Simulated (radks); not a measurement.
Mo2+, 40 electrons, occupied as [Kr] 4d3 5s1 (not the ground configuration). Method: Dirac Kohn-Sham, BLYP, spin-unpolarised, spherical densities, point nucleus; open shells are shared between the two j in proportion to 2j + 1; computed with a radial shooting solver on a logarithmic mesh with Libxc functionals.

Normalised radial functions P(r) = r R(r) (large component), r in bohr:

r,3d5/2,5s1/2
0.002798,0.0000,0.0323
0.003732,0.0001,0.0407
0.004938,0.0002,0.0503
0.006587,0.0005,0.0613
0.008715,0.0010,0.0722
0.01162,0.0023,0.0821
0.01538,0.0051,0.0877
0.02051,0.0111,0.0853
0.02714,0.0235,0.0700
0.0362,0.0494,0.0363
0.0479,0.0981,-0.0150
0.06337,0.1866,-0.0776
0.08452,0.3412,-0.1323
0.1118,0.5718,-0.1432
0.1492,0.8889,-0.0792
0.1974,1.2262,0.0522
0.2632,1.4952,0.1894
0.3483,1.5542,0.2142
0.4645,1.3412,0.0588
0.6146,0.9378,-0.1956
0.8198,0.4973,-0.3548
1.085,0.1953,-0.2342
1.447,0.0492,0.1456
1.914,0.0077,0.5304
2.533,0.0006,0.6922
3.378,0.0000,0.5625
4.469,0.0000,0.2998
5.961,0.0000,0.0938
7.887,0.0000,0.0164

3d5/2: eigenvalue -242.45 eV, 0 radial nodes, <r> = 0.417 bohr, 90 % of the charge inside 0.666 bohr. 5s1/2: eigenvalue -19.267 eV, 4 radial nodes at r = 0.0445, 0.179, 0.497, 1.31 bohr, <r> = 2.85 bohr, 90 % of the charge inside 4.11 bohr.
